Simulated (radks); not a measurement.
Problem. The mean radii <r> (bohr) of the occupied orbitals of an atom or ion are listed with their occupations. All-electron calculation, scalar-relativistic Kohn-Sham, exchange-only B88, spin-polarised, spherical densities, point nucleus. Program: a radial shooting solver on a logarithmic mesh with Libxc functionals.

orbital  occ.      <r>
1s up       1  0.02037
1s down     1  0.02037
2s up       1  0.08645
2s down     1  0.08645
2p up       3  0.07671
2p down     3  0.07671
3s up       1   0.2254
3s down     1   0.2253
3p up       3   0.2245
3p down     3   0.2245
3d up       5   0.2038
3d down     5   0.2037
4s up       1   0.5081
4s down     1   0.5081
4p up       3   0.5390
4p down     3   0.5391
4d up       5   0.5836
4d down     5   0.5839
5s up       1    1.251
5s down     1    1.257
5p up       3    1.495
5p down     3    1.507
6s up       1    4.078
6s down     1    4.115
4f up       7   0.8252
4f down     5   0.8538

Name the element and its charge. Open shells, if any, are filled with parallel spins first.

Solution. Z = 68, erbium, charge 0: Er in [Xe] 4f12 6s2. The 1s radius gives Z: for a bare nucleus <r> = (2 gamma + 1)/(2Z) with gamma = sqrt(1 - (Z/c)^2), 0.02012 bohr for Z = 68, and screening makes it slightly larger (0.02037 here). The occupations add up to 68, and the charge is Z minus that.
